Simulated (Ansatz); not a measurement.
[Cu(NH3)2]+ (CuN₂H₆⁺), relaxed as a singlet with RKS PBE0-D4/def2-TZVP in Ansatz, starting from the GFN2-xTB geometry. Force threshold 0.02 eV/Å.

Start:

```xyz
9

Cu    0.0006    0.0003   -0.0004
N    -1.7704    0.8710   -0.1330
H    -2.4333    0.2832   -0.6360
H    -1.7072    1.7603   -0.6264
H    -2.1579    1.0559    0.7910
N     1.7699   -0.8708    0.1331
H     1.7178   -1.7292    0.6799
H     2.4504   -0.2586    0.5811
H     2.1302   -1.1121   -0.7892
```

Question: Estimate the energy that the relaxation releases and the steps that it takes.

Answer: 0.03 eV, in 4 steps; 18 s on 2 threads of Intel Xeon Platinum 8259CL on a shared host. No frequencies were taken in this run, so the end may be a saddle point.

Question: Does the start keep its bonding and symmetry?

Answer: By distances, no bond broke or formed. The bond that changes most is Cu1–N2, from 1.98 to 1.92 Å (atoms count from 1). Point group D3 at the start, D3 at the end, both within 0.05 Å.

Question: Predict the relaxed structure.

Answer: 
Cartesian coordinates in Å:
```
Cu 0.000 0.000 0.000
N -1.722 0.848 -0.129
H -2.397 0.273 -0.629
H -1.677 1.737 -0.620
H -2.125 1.040 0.785
N 1.722 -0.848 0.129
H 1.688 -1.707 0.672
H 2.413 -0.249 0.575
H 2.098 -1.095 -0.783
```
Bond lengths: 2 × Cu–N 1.92 Å; 6 × H–N 1.02 Å.
